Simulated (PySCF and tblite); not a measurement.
Values are calculated unless marked as measured or tabulated.
Conformer ensemble of C₈H₁₄, numbered as in [CH3:1]/[CH:2]=[CH:3]\[CH:4]=[CH:5]\[CH2:6][CH2:7][CH3:8]

Search: ETKDG and KDG, MMFF94s, GFN2-xTB, 150 starts; geometries at GFN2-xTB. Energies: PBE0-D3(BJ)/def2-SVP, with GFN2-xTB thermal terms (modes under about 100 cm⁻¹ blended into free rotors). Symmetry numbers and mirror images are counted. Conformers within 2.5 kcal/mol (GFN2-xTB free energy) were kept, 6 at most. GIAO shieldings: wB97X-D/6-31G*. (PySCF 2.14, tblite 0.8.)

Torsions listed: C2–C3–C4–C5, C4–C5–C6–C7, C5–C6–C7–C8. Of a mirror pair one member is shown.

```
conformer               shape   symmetry  E(GFN2) kcal/mol  E(DFT) kcal/mol  G(298.15 K) kcal/mol  weight %  dipole D
        1    180°, 120°, -65°  C1 (pair)              0.00             0.00                  0.00      39.7      0.26
        2  180°, -118°, -179°  C1 (pair)              0.17             0.27                  0.17      29.9      0.31
        3    -179°, 111°, 67°  C1 (pair)              0.77             0.74                  0.69      12.5      0.32
        4      180°, 0°, 180°         Cs              0.96             0.26                  0.70      12.2      0.41
        5      179°, 15°, 69°  C1 (pair)              1.52             0.93                  1.15       5.7      0.35
```

Weights (%) against temperature:

```
 T (K)     1     2     3     4    5  S(mix) cal/mol/K
   250  42.6  30.2  10.6  12.1  4.5              3.91
298.15  39.7  29.9  12.5  12.2  5.7              4.01
   350  37.3  29.5  14.1  12.2  7.0              4.08
```

Coordinates of conformer 1 (Å):

```xyz
22

C    -3.476    0.871   -0.582
C    -3.035    0.060    0.590
C    -1.839   -0.498    0.787
C    -0.696   -0.441   -0.094
C     0.467   -1.030    0.180
C     1.673   -0.990   -0.699
C     2.873   -0.356    0.015
C     2.627    1.113    0.334
H    -2.688    0.999   -1.317
H    -3.804    1.855   -0.247
H    -4.328    0.390   -1.065
H    -3.796   -0.072    1.349
H    -1.679   -1.060    1.700
H    -0.802    0.107   -1.020
H     0.585   -1.580    1.107
H     1.452   -0.430   -1.609
H     1.938   -2.013   -0.985
H     3.071   -0.902    0.940
H     3.756   -0.448   -0.622
H     3.481    1.541    0.855
H     1.746    1.222    0.964
H     2.463    1.679   -0.581
```

Coordinates of conformer 2 (Å):

```xyz
22

C     3.791   -0.842    0.541
C     3.368    0.261   -0.371
C     2.137    0.749   -0.538
C     0.933    0.319    0.134
C    -0.263    0.862   -0.088
C    -1.526    0.437    0.582
C    -2.543   -0.100   -0.432
C    -3.842   -0.521    0.241
H     4.540   -0.474    1.243
H     4.252   -1.643   -0.038
H     2.960   -1.255    1.103
H     4.176    0.691   -0.949
H     1.998    1.556   -1.247
H     1.021   -0.480    0.857
H    -0.365    1.661   -0.814
H    -1.969    1.294    1.099
H    -1.314   -0.334    1.326
H    -2.751    0.673   -1.176
H    -2.107   -0.954   -0.955
H    -4.300    0.323    0.752
H    -3.656   -1.303    0.975
H    -4.548   -0.902   -0.493
```

Search and properties took 2.7 min on 1 thread of Arm Neoverse V2 (shared host) (rough), launched as `OMP_NUM_THREADS=1 python ens_run.py task.json out`.
